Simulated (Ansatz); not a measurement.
```yaml
atoms:
  - { symbol: H, position_ang: [1.3500, 0.0000, 0.0000] }
  - { symbol: H, position_ang: [0.4172, 1.2840, 0.0000] }
  - { symbol: H, position_ang: [-1.0921, 0.7935, 0.0000] }
  - { symbol: H, position_ang: [-1.0921, -0.7935, 0.0000] }
  - { symbol: H, position_ang: [0.4172, -1.2840, 0.0000] }
```

Basis set: pcseg-2 (spherical functions). Charge 0, multiplicity 2.

Computed with Ansatz (development build ahead of 0.2.0); each method stands on the lowest determinant of its kind that the runs found.

Task: Give the atomization energy at this shape (free ground-state atoms in the same class of orbitals less the molecule, no zero-point energy) of doublet H5 by PBE (unrestricted), ROHF.

Result:

```csv
method,atomization energy
PBE (unrestricted),81.58 kcal/mol
ROHF,-18.31 kcal/mol
```

Caution: the shape is not the minimum. Caution for ROHF: stretched shape with no unrestricted run beside it, a lower state can exist.
